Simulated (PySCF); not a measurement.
**Correlation energy of Fe(2+) (iron, charge +2)**

[Ar] 3d6, high-spin 5D determinant. All numbers are calculated (PySCF 2.14, scalar relativity by spin-free X2C-1e, in x2c-TZVPPall with one added diffuse shell each of s, p, d, f type (7s6p5d3f1g, 80 functions)). Frozen: [Ar]; 6 electrons correlated.

```
  level  correlation energy (mhartree)
   CCSD                        -124.82
    (T)                          -1.99
CCSD(T)                        -126.81
```

Diagnostics: T1 = 0.0058, D1 = 0.0100, largest double amplitude 0.021.

Cost of the coupled-cluster step: about 9 core-seconds, for 6 correlated electrons.

Iterations:

```
CC2 = 0
CCSD nocc = (np.int64(5), np.int64(1)), nmo = (71, 71)
frozen orbitals [[0, 1, 2, 3, 4, 5, 6, 7, 8], [0, 1, 2, 3, 4, 5, 6, 7, 8]]
max_cycle = 100
direct = 0
conv_tol = 1e-08
conv_tol_normt = 1e-06
diis_space = 8
diis_start_cycle = 0
Init t2, MP2 energy = -0.121605877453804
Init E_corr(UCCSD) = -0.121605877454164
cycle = 1  E_corr(UCCSD) = -0.123862010171368  dE = -0.00225613272  norm(t1,t2) = 0.0198003
cycle = 2  E_corr(UCCSD) = -0.124561547735666  dE = -0.000699537564  norm(t1,t2) = 0.00540744
cycle = 3  E_corr(UCCSD) = -0.124724762873083  dE = -0.000163215137  norm(t1,t2) = 0.00293482
cycle = 4  E_corr(UCCSD) = -0.124821038928875  dE = -9.62760558e-05  norm(t1,t2) = 0.00117924
cycle = 5  E_corr(UCCSD) = -0.12482171308584  dE = -6.74156965e-07  norm(t1,t2) = 0.000442393
cycle = 6  E_corr(UCCSD) = -0.124823002427566  dE = -1.28934173e-06  norm(t1,t2) = 9.83585e-05
cycle = 7  E_corr(UCCSD) = -0.124823467767345  dE = -4.65339779e-07  norm(t1,t2) = 3.85643e-05
cycle = 8  E_corr(UCCSD) = -0.124823159942923  dE = 3.07824422e-07  norm(t1,t2) = 1.15342e-05
cycle = 9  E_corr(UCCSD) = -0.124823144027875  dE = 1.59150481e-08  norm(t1,t2) = 5.4217e-06
cycle = 10  E_corr(UCCSD) = -0.124823180504642  dE = -3.64767676e-08  norm(t1,t2) = 2.90212e-06
cycle = 11  E_corr(UCCSD) = -0.124823189139044  dE = -8.63440197e-09  norm(t1,t2) = 1.02686e-06
cycle = 12  E_corr(UCCSD) = -0.124823188450514  dE = 6.88530566e-10  norm(t1,t2) = 3.09582e-07
UCCSD converged
E(UCCSD) = -1270.663970288211  E_corr = -0.1248231884505137
UCCSD(T) correction = -0.00199162565626855
```
